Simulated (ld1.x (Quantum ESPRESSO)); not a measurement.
**What one change does to a pseudopotential (hafnium, TM)**

| Property | Result |
| --- | --- |
| Element | hafnium (Hf) |
| Generator | ld1.x (Quantum ESPRESSO) 7.5 |
| Type | norm-conserving Troullier–Martins (Kleinman–Bylander form) |
| Functional | PBEsol |
| Relativity | scalar-relativistic |
| Frozen core | [Kr] 4d10 4f14 5s2 |
| Valence charge | 10 |
| Reference configuration | 5p6 5d2 6s2 6p0 |
| Partial waves | 6s (bound): rc 2.15 bohr; 5p (bound): rc 2.05 bohr; 5d (bound): rc 3.00 bohr |
| Local potential | all-electron potential smoothed inside 1.60 bohr (lloc = -1) |
| Core correction | a·sin(br)/r model core, default radius (core density twice the valence density) |

Change: wave 5p (bound): rc 2.05 bohr becomes 5p (bound): rc 2.62 bohr.

Cutoffs: the cutoffs (Ry, on a coarse ladder) from which the occupation-weighted sum of valence levels, in a spherical-Bessel basis at the reference potential, stays within 10 and 1 mRy of its value at 400 Ry; they do not see the model core or the augmentation charge, which bear on the density cutoff. Errors are all-electron minus pseudo energies relative to the spin-unpolarised reference configuration.

Predict the effect on cutoff, ghosts and configuration errors.

The potential gets softer (25 Ry and 45 Ry → 21 Ry and 45 Ry); both files keep a bound ghost (s); the errors of the 7 common tests hardly move. A larger radius leaves more room for a smooth pseudo-wave, so fewer plane waves are needed.

| quantity | base | changed |
| --- | --- | --- |
| cutoff, loose | 25 Ry | 21 Ry |
| cutoff, tight | 45 Ry | 45 Ry |
| bound ghosts | s | s |
| error for 5p6 5d2 6s1 6p0, meV [ΔE 8.01 eV] | -3.8 | -3.8 |
| error for 5p6 5d2 6s0 6p0, meV [ΔE 22.17 eV] | -22 | -22 |
| error for 5p6 5d1 6s0 6p0, meV [ΔE 43.94 eV] | -65 | -66 |
| error for 5p6 5d3 6s1 6p0, meV [ΔE 2.59 eV] | -6.9 | -6.9 |
| error for 5p6 5d0 6s0 6p0, meV [ΔE 76.77 eV] | -150 | -149 |
| error for 5p6 5d3 6s0 6p0, meV [ΔE 10.01 eV] | -16 | -16 |
| error for 5p6 5d2.5 6s1.5 6p0, meV [ΔE 1.25 eV] | -2.6 | -2.6 |
| s: phases at 3.25 bohr within 0.05 rad from the reference energy up to (Ry; the scan ends near 5) | n/a | n/a |
| p: phases at 3.25 bohr within 0.05 rad from the reference energy up to (Ry; the scan ends near 5) | 0.1 | 0.0 |
| d: phases at 3.25 bohr within 0.05 rad from the reference energy up to (Ry; the scan ends near 5) | 1.5 | 1.5 |

 A true bound ghost makes a file unfit for plane-wave use even where its test errors are small: the radial tests pick states by their node count and pass the ghost by.
